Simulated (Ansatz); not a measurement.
Reaction (ligand exchange at the Si–S bond): `[SiH3]S` + `O[Si](Cl)(Cl)Cl` → `[SiH3]O[Si](Cl)(Cl)Cl` + H₂S

Computed with Ansatz on PBE0-D4/def2-TZVP structures; ΔE is electronic, products minus reactants. CBS: MP2 limit from def2 TZ/QZ plus the TZ coupled-cluster correction, frozen cores. This one scheme is used for every species. DFT in def2-TZVPP. One conformer a species, not always the lowest.

`[SiH3]S`:

Z-matrix (Å, degrees):
```
Si
S 1 2.137
H 1 1.485 2 111.6
H 1 1.485 2 111.6 3 -122.0
H 1 1.482 2 104.8 3 119.0
H 2 1.344 1 94.7 3 60.9
```

`O[Si](Cl)(Cl)Cl`:

Z-matrix (Å, degrees):
```
Si
Cl 1 2.031
Cl 1 2.031 2 107.8
O 1 1.617 2 111.3 3 122.3
Cl 1 2.017 2 109.9 3 -119.8
H 4 0.960 1 118.4 2 -60.4
```

`[SiH3]O[Si](Cl)(Cl)Cl`:

```xyz
9

Si   -0.921   -0.811    1.083
O     0.004    0.340    0.348
Si    0.847    0.815   -0.924
Cl    2.374   -0.474   -1.274
Cl    1.595    2.658   -0.566
Cl   -0.340    0.879   -2.568
H    -1.296   -0.288    2.416
H    -0.130   -2.058    1.220
H    -2.131   -1.062    0.264
```

H₂S:

Z-matrix (Å, degrees):
```
S
H 1 1.341
H 1 1.341 2 92.3
```

CCSD(T)/CBS gives -51.8 kJ/mol.

Another level gave -53.8 kJ/mol. Which?
A. CCSD(T)/def2-TZVPP
B. PBE0-D4/def2-TZVPP
C. HF/def2-TZVPP
D. PBE-D4/def2-TZVPP

A. CCSD(T)/def2-TZVPP -53.8, HF/def2-TZVPP -66.9, PBE0-D4 -40.0, PBE-D4 -34.6 kJ/mol.

Largest T1 diagnostic among the species: 0.011.

In def2-TZVPP, CCSD(T) changes the Hartree–Fock value by +13.2 kJ/mol (the triples alone add +2.7 kJ/mol) and MP2 by +14.6 kJ/mol. From PBE to PBE0 (25 % exact exchange), in def2-TZVPP and without D4, ΔE moves by −5.4 kJ/mol. The D4 term adds −5.6 kJ/mol with B3LYP and −3.7 kJ/mol with PBE0; it sums over pairs of atoms, weighted by their polarisabilities, and B3LYP, whose exchange is more repulsive, gets the larger term.

B3LYP here is the variant with VWN-RPA as its local correlation; programs differ in this.
